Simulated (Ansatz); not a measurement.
A CCSD(T) single point on C2H7AlBF, SMILES `CB[CH](F)[AlH2]`.

```yaml
crystal:
  periodic: [false, false, false]
  atoms:
    - {symbol: C, position_ang: [-1.209820, 0.511702, 0.335333]}
    - {symbol: B, position_ang: [0.320326, 0.493355, 0.845594]}
    - {symbol: C, position_ang: [1.365200, 0.562945, -0.184781]}
    - {symbol: F, position_ang: [2.693724, 0.420741, 0.092445]}
    - {symbol: Al, position_ang: [0.195384, -1.188441, -0.665264]}
    - {symbol: H, position_ang: [-1.389868, 1.042221, -0.601784]}
    - {symbol: H, position_ang: [-1.791081, 0.997304, 1.124131]}
    - {symbol: H, position_ang: [-1.730435, -0.468942, 0.264128]}
    - {symbol: H, position_ang: [0.559733, 0.170837, 1.971166]}
    - {symbol: H, position_ang: [1.238613, 1.013537, -1.173929]}
    - {symbol: H, position_ang: [-0.325510, -1.088867, -2.153651]}
    - {symbol: H, position_ang: [0.150833, -2.521593, 0.180513]}
basis:
  gaussian: {orbitals: def2-TZVPP}
correlation: {method: ccsd_t}
```

```sh
$ ansatz run in.yaml --threads 4 --pin off --events-out ev --progress --plain --max-ram 10444MiB
```

The program prints (abridged):

```
Functional definition: HF
1556 factors; integrals over basis functions are off by at most 1.2e-3 eV
mean field evaluation 1: about -12130.0859 eV, gradient 3.3e1 eV
mean field evaluation 2: about -12130.3033 eV, gradient 3.3e1 eV
mean field evaluation 4: about -12133.4381 eV, gradient 3.7e0 eV
mean field evaluation 8: about -12133.4891 eV, gradient 2.7e-1 eV
mean field -12133.48952451 eV, -445.8975156510 hartree, gradient 2.9e-6 eV, S^2 0.000000; 0 other end points of the search recorded, 0 dependent functions left out
9 core orbitals not correlated: weight in the atoms' cores, before any rotation towards them, 1.000 or more for the frozen orbitals, at most 0.000 for the correlated occupied ones
reference -12133.48952451 eV, -445.8975156510 hartree; 14, 14 occupied and 241, 241 virtual orbitals, 1556 factors
second order -21.54041931 eV of doubles, -0.00000000 eV of singles
cycle   1  -22.14548525 eV  change   -6.1e-1 eV  update   1.0e-1
cycle   2  -22.68800305 eV  change   -5.4e-1 eV  update   3.2e-2
cycle   3  -22.81526465 eV  change   -1.3e-1 eV  update   1.9e-2
cycle   4  -22.80749389 eV  change    7.8e-3 eV  update   5.4e-3
cycle   5  -22.80386547 eV  change    3.6e-3 eV  update   3.2e-3
cycle   6  -22.80513867 eV  change   -1.3e-3 eV  update   1.1e-3
cycle   7  -22.80490064 eV  change    2.4e-4 eV  update   4.9e-4
cycle   8  -22.80478367 eV  change    1.2e-4 eV  update   1.6e-4
cycle   9  -22.80486375 eV  change   -8.0e-5 eV  update   6.7e-5
cycle  10  -22.80489020 eV  change   -2.6e-5 eV  update   2.6e-5
perturbative correction -0.85665294 eV, -0.0314814149 hartree
Total energy: -12157.15106764 eV, -446.7670613229 hartree
```

It took 2.8 min on 4 threads of an Arm Neoverse V1 on a shared host, with 6.5 GiB of host memory at the peak.

MP2 recovers 91.0 % of the CCSD(T) correlation energy and the triples give 3.6 %; T1 = 0.0132.
